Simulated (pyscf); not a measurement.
**Hydrogen shift: •O–SiH₂–SiH₃ → HO–SiH₂–SiH₂•**

Gas phase, doublet surface, charge 0. Bonds broken: Si3–H6. Bonds formed: O2–H6. Structures and frequencies: ωB97X-D3(BJ)/def2-SVP in PySCF. MP2 and CC: frozen core, UHF for open shells. ΔMP2 is the change of the MP2 total energy from the triple- to the quadruple-zeta basis.

Transition state (Å):

```xyz
8

Si     0.2433     0.3185    -0.3878
O      1.4513     0.2960     0.8079
Si    -0.8431    -0.7090     1.3404
H     -0.1771     1.6883    -0.7917
H      0.5826    -0.4759    -1.6004
H      0.6854    -0.3567     1.8317
H     -1.0624    -2.1811     1.3385
H     -1.8373     0.0302     2.1653
```

One imaginary mode, 1459i cm⁻¹; descent along it reached the two sides named.

```tsv
bond	change	reactant side (Å)	saddle	product side
Si3–H6	breaks	1.487	1.644	3.4
O2–H6	forms	3.3	1.436	0.963
```

Electronic energies relative to the reactant's lowest minimum found (kJ/mol):

| level | barrier | reaction energy | reverse barrier |
|---|---|---|---|
| ωB97X-D3(BJ)/def2-TZVP | 86.5 | -98.2 | 184.8 |
| PBE/def2-TZVP | 68.9 | -89.2 | 158.1 |
| r²SCAN/def2-TZVP | 78.5 | -93.7 | 172.2 |
| B3LYP-D3(BJ)/def2-TZVP | 88.4 | -88.8 | 177.2 |
| PBE0-D3(BJ)/def2-TZVP | 77.4 | -103.2 | 180.6 |
| M06-2X/def2-TZVP | 84.4 | -118.3 | 202.7 |
| ωB97M-D3(BJ)/def2-TZVP | 87.3 | -99.4 | 186.7 |
| HF/def2-TZVP | 155.9 | -69.1 | 225.0 |
| MP2/def2-QZVPP | 75.5 | -157.5 | 233.0 |
| CCSD/def2-TZVPP | 94.6 | -111.3 | 205.9 |
| CCSD(T)/def2-TZVPP | 85.3 | -112.2 | 197.5 |
| CCSD(T)/def2-TZVPP + ΔMP2(QZVPP) | 82.6 | -115.1 | 197.7 |

With CCSD(T)/def2-TZVPP + ΔMP2(QZVPP) energies and thermal terms (ideal gas, 1 atm, RRHO with modes under 100 cm⁻¹ raised to 100, one conformer, R ln 2 for chiral ones without a mode under 150 cm⁻¹), in kJ/mol:

```csv
T (K),ΔH‡,ΔG‡,ΔH,ΔG
298,74.3,79.2,-107.7,-108.4
600,72.8,84.8,-107.1,-109.4
900,71.2,91.1,-107.2,-110.5
1200,69.4,98.0,-107.8,-111.5
```

•O–SiH₂–SiH₃ lies 192.6 kJ/mol over its isomer •H₂Si–O–SiH₃ (electronic energy, ωB97M-D3(BJ)/def2-TZVP). HO–SiH₂–SiH₂• lies 93.2 kJ/mol over its isomer •H₂Si–O–SiH₃ (electronic energy, ωB97M-D3(BJ)/def2-TZVP). This is the saddle that the search found; another between the same sides may lie lower. The CCSD(T) − MP2 part came from Ansatz, without density fitting, on the same reference.
